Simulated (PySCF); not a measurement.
SMILES O=Cc1cccc[c]1[GeH3] (GFN2-xTB optimised geometry):

```
17

O     -1.132    -2.780     0.001
C     -1.707    -1.715     0.001
C     -1.028    -0.431     0.000
C     -1.747     0.765    -0.001
C     -1.075     1.970    -0.001
C      0.314     1.981    -0.001
C      1.023     0.792     0.000
C      0.371    -0.431     0.000
Ge     1.386    -2.111    -0.002
H     -2.812    -1.675     0.001
H     -2.828     0.738    -0.001
H     -1.624     2.899    -0.002
H      0.842     2.924    -0.001
H      2.105     0.809     0.000
H      2.828    -1.648    -0.004
H      1.197    -2.924     1.229
H      1.193    -2.923    -1.233
```

Computed with CAM-B3LYP/def2-SVP (PySCF 2.14.0).

### Question
What are the frontier orbital energies and the dipole moment?

### Answer
HOMO-2 -9.01 eV, HOMO-1 -8.99 eV, HOMO -8.89 eV, LUMO -0.87 eV, LUMO+1 0.55 eV; dipole moment 3.49 D.

Meta-Löwdin charges at CAM-B3LYP/def2-SVP: O1 -0.38, C2 0.27, C3 -0.04, C4 -0.09, C5 -0.10, C6 -0.08, C7 -0.09, C8 -0.15, Ge9 0.40, H10 0.07, H11 0.11, H12 0.11, H13 0.11, H14 0.11, H15 -0.12, H16 -0.07, H17 -0.07.
